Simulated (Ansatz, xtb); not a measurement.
## ClH8NSi3: which of two isomers lies lower

We compare I, `[SiH3]N[Si@@H]([SiH3])Cl`, a singlet, with II, `[SiH3]N([SiH3])[SiH2]Cl`, a singlet. Both are isolated molecules in the gas phase, relaxed with PBE-D3(BJ)/def2-SVP; each stands in its lowest conformer found.

Quicker runs give these differences E(II) − E(I): GFN2-xTB −25.1 kcal/mol; HF/STO-3G −8.4 kcal/mol (at GFN2-xTB geometries); r2SCAN-D4/def2-SVP −13.5 kcal/mol (at GFN2-xTB geometries).

**Question.** Estimate E(II) − E(I) at the level CCSD(T)/def2-SVP + ΔMP2/def2-TZVPP.

**Answer.** Calculated at CCSD(T)/def2-SVP + ΔMP2/def2-TZVPP: E(II) − E(I) = −14.0 kcal/mol, so structure II lies lower.

Level by level:

| level | geometry | E(II) − E(I) (kcal/mol) | departure from the last row (kcal/mol) | job, with rough time for the two |
| --- | --- | --- | --- | --- |
| GFN2-xTB | GFN2-xTB | −25.1 | −11.1 | optimisation, 0.56 s |
| HF/STO-3G | GFN2-xTB | −8.4 | +5.6 | single point, 1.1 s |
| r2SCAN-D4/def2-SVP | GFN2-xTB | −13.5 | +0.6 | single point, 8.1 s |
| PBE-D3(BJ)/def2-SVP | PBE-D3(BJ)/def2-SVP | −7.3 | +6.7 | optimisation, 80 s |
| HF/def2-SVP | PBE-D3(BJ)/def2-SVP | −14.9 | −0.8 | part of the CCSD(T) run |
| MP2/def2-SVP | PBE-D3(BJ)/def2-SVP | −15.2 | −1.1 | part of the CCSD(T) run |
| CCSD(T)/def2-SVP | PBE-D3(BJ)/def2-SVP | −13.8 | +0.3 | single point |
| CCSD(T)/def2-SVP + ΔMP2/def2-TZVPP | PBE-D3(BJ)/def2-SVP | −14.0 |  | single point, 52 s |

As drawn, II has 1 N–Si, 1 Si–H in place of 1 Si–Si, 1 N–H.

None of the levels shown reverses the order. The largest departure from CCSD(T)/def2-SVP + ΔMP2/def2-TZVPP is that of GFN2-xTB, 11.1 kcal/mol. The last row adds to CCSD(T) the change of the MP2 difference between the two basis sets, here −0.3 kcal/mol.

With thermal terms from frequencies at re-optimised GFN2-xTB minima (ideal gas, soft modes damped towards free rotors, one conformer each, 298.15 K, 1 atm): on the last row, ΔE + ΔZPE = −14.8, ΔH = −15.1, ΔG = −14.4 kcal/mol.

The correlated steps freeze 21 core orbitals. Mirror images aren't counted in ΔG. Codes used: Ansatz 0.2.0, xtb 6.7.1; the last row on 2 threads of Intel(R) Xeon(R) Platinum 8259CL CPU @ 2.50GHz (Skylake/Cascade Lake) on a shared host.
